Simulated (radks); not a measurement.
Results of a calculation; reference values are marked as such.
Question: Au59+, 20 electrons, occupied as [Ar] 3d2. Level of theory: scalar-relativistic Kohn-Sham, exchange-only LDA, spin-polarised, spherical densities, point nucleus; open shells are filled with parallel spins first (spin-orbit coupling, left out, can overturn this in heavy ions) (a radial shooting solver on a logarithmic mesh with Libxc functionals). Some entries of the table are withheld. Estimate them.

| orbital | occ. | eigenvalue (hartree) | <r> (bohr) |
|---|---|---|---|
| 1s up | 1 | -3125.103 | 0.01687 |
| 1s down | 1 | -3125.089 | 0.01687 |
| 2s up | 1 | -678.4024 | 0.07069 |
| 2s down | 1 | -677.9380 | 0.07066 |
| 2p up | 3 | -608.2666 | 0.06374 |
| 2p down | 3 | -607.8847 | 0.06370 |
| 3s up | 1 | -260.2201 | 0.1739 |
| 3s down | 1 | -259.6903 | 0.1740 |
| 3p up | 3 | (1) | 0.1725 |
| 3p down | 3 | (2) | 0.1727 |
| 3d up | 2 | -221.4285 | 0.1532 |
| 3d down | 0 | -220.7669 | 0.1534 |
| 4s up | 0 | -134.9816 | 0.3299 |
| 4s down | 0 | -134.7871 | 0.3303 |
| 4p up | 0 | -126.7755 | 0.3348 |
| 4p down | 0 | -126.5841 | 0.3352 |

Answer: 
(1) 3p up eigenvalue (hartree): -239.6764
(2) 3p down eigenvalue (hartree): -239.1451
